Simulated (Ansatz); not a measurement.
One geometry of Li2F2⁺, several levels of theory.

```yaml
crystal:
  periodic: [false, false, false]
  atoms:
    - {symbol: Li, position_ang: [0.745396, 1.350501, -0.282476]}
    - {symbol: Li, position_ang: [-0.745109, -1.350683, 0.282422]}
    - {symbol: F, position_ang: [0.848793, -0.455058, 0.063267]}
    - {symbol: F, position_ang: [-0.849079, 0.455241, -0.063204]}
basis:
  gaussian: {orbitals: def2-SVP, initial_orbitals: start.molden}
total_charge: 1
magnetization: {spin_polarized: true, initial_magnetization: 1}
hamiltonian: {xc: pbe, dispersion: d4}
scf: {omitted_lower_state_checks: [starts]}
output: {orbitals: {seedname: orbitals}}
```

The file start.molden holds the orbitals of an earlier run on this structure, at another level or in another basis.

```sh
$ ansatz run in.yaml --threads 4 --pin off --events-out ev --progress --plain --max-ram 3916MiB
```

It prints (some lines left out):

```
Functional definition: PBE
568 factors; their error is unknown
mean field evaluation 1: about -5827.8798 eV, gradient 5.4e0 eV
mean field evaluation 2: about -5828.0372 eV, gradient 1.3e-1 eV
mean field evaluation 4: about -5827.9936 eV, gradient 1.2e-4 eV
mean field -5827.99364031 eV, -214.1748159256 hartree, gradient 4.2e-6 eV, S^2 0.751765; 0 other end points of the search recorded, 0 dependent functions left out
reference -5827.99376766 eV, -214.1748206056 hartree; 12, 11 occupied and 34, 35 virtual orbitals, 568 factors
Total energy: -5828.01915300 eV, -214.1757534993 hartree
Checks for a lower state left out: starts
```

Hardware: 4 threads of Arm Neoverse V2 on a shared host. Wall time 0.35 s.

The first input with `gaussian: {orbitals: 6-31G}`, `hamiltonian: {xc: {name: B3LYP}, dispersion: d4}` (abridged; 0.4 s):

```
Functional definition: B3LYP
mean field -5838.61201120 eV, -214.5650338581 hartree, gradient 7.2e-6 eV, S^2 0.753599
Total energy: -5838.65419371 eV, -214.5665840370 hartree
Checks for a lower state left out: starts
```

Geometry: PBE0-D4/def2-TZVP.

B3LYP takes the VWN-RPA correlation. In the doublet, F3 and F4 lie 1.93 Å apart (atoms count from 1), so these atoms are partly bonded to each other. The structure comes from a short search, and lower isomers may exist.
